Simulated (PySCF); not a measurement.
A GIAO shielding run with PySCF 2.14 (density fitting, non-relativistic, gas phase) on (BeO)4 ring:

```
{"job": {"kind": "nmr", "xc": "PBE0", "basis": "pcSseg-1"}, "charge": 0, "multiplicity": 1}
Be     0.984102    -0.960176     1.016244
O     -0.325955    -1.518801     1.267491
Be    -1.378287    -0.872271     0.515091
O     -1.954530     0.072182    -0.416040
Be    -0.984114     0.960223    -1.016211
O      0.325955     1.518812    -1.267483
Be     1.378290     0.872226    -0.515134
O      1.954539    -0.072184     0.416031
```

Hardware: 1 thread of an x86-64 server CPU, shared host. The job also computes population analyses, field gradients.

Task: How large is the calculation?

Result: 48 electrons, 116 basis functions and 608 auxiliary functions.

Task: How long does it take?

Result: 7.7 s of wall time, with 13 SCF cycles and 4 response iterations. Times on a shared host scatter by some tens of per cent.

Task: And these other runs on the same molecule and hardware: GIAO shielding at B3LYP/pcSseg-1; spin–spin coupling at B3LYP/pcJ-1?

Result: B3LYP/pcSseg-1: 116 functions, 6.4 s; B3LYP/pcJ-1: 152 functions, 11 s.
